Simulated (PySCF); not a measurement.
Members of one family of related compounds. Computed with TDDFT wB97X-D/def2-SVPD, vertical, gas phase, core orbitals frozen in the response (PySCF 2.14.0, density-fitted response routines). Geometries: PBE0-D3(BJ)/def2-SVP; one conformer of each isolated species. Triplets are in the Tamm–Dancoff approximation. 'Strongest' means the level of largest summed f among the lowest 10 singlets; it needn't be the same kind of state in each.

Question: Rank by computed energy of the strongest computed level, lowest first.
A. `N#CC[C@@H]1CC[SiH2]1`
B. `c1coc([C@@H]2CC[SiH2]2)c1`
C. `C1C[SiH2][C@H]1S[SiH3]`
D. `CC[C@@H]1CC[SiH2]1`

Answer: B (5.73 eV), C (7.44 eV), A (7.81 eV), D (8.33 eV).

```csv
SMILES,strongest (eV),f (S1),HOMO (eV),LUMO (eV),gap (eV),S1 (eV),S1 mainly
c1coc([C@@H]2CC[SiH2]2)c1,5.73,0.333,-7.84,1.78,9.62,5.73,H→L (77%)
[SiH3]S[C@H]1CC[SiH2]1,7.44,0.011,-8.54,1.42,9.96,5.51,H→L (76%)
N#CC[C@@H]1CC[SiH2]1,7.81,0.023,-10.10,1.65,11.75,7.20,H→L (86%)
CC[C@@H]1CC[SiH2]1,8.33,0.032,-9.42,2.02,11.45,6.98,H→L (86%)
```

H and L stand for HOMO and LUMO.

- `c1coc([C@@H]2CC[SiH2]2)c1`: Löwdin shares by element: HOMO carbon 70% or more (atoms not listed hold the other 29%); LUMO silicon 26%, carbon 18% or more, hydrogen 8% or more (atoms not listed hold the other 48%).
- `[SiH3]S[C@H]1CC[SiH2]1`: Löwdin shares by element: HOMO sulfur 62%, carbon 18% or more, silicon 9% or more; LUMO silicon 34%, sulfur 20%, carbon 8% or more (atoms not listed hold the other 39%).
- `N#CC[C@@H]1CC[SiH2]1`: Löwdin shares by element: HOMO carbon 42% or more, silicon 20%, hydrogen 7% or more (atoms not listed hold the other 32%); LUMO silicon 28%, hydrogen 19% or more, carbon 9% or more (atoms not listed hold the other 44%).
- `CC[C@@H]1CC[SiH2]1`: Löwdin shares by element: HOMO carbon 43% or more, silicon 20%, hydrogen 6% or more (atoms not listed hold the other 31%); LUMO silicon 31%, hydrogen 21% or more, carbon 11% or more (atoms not listed hold the other 37%).
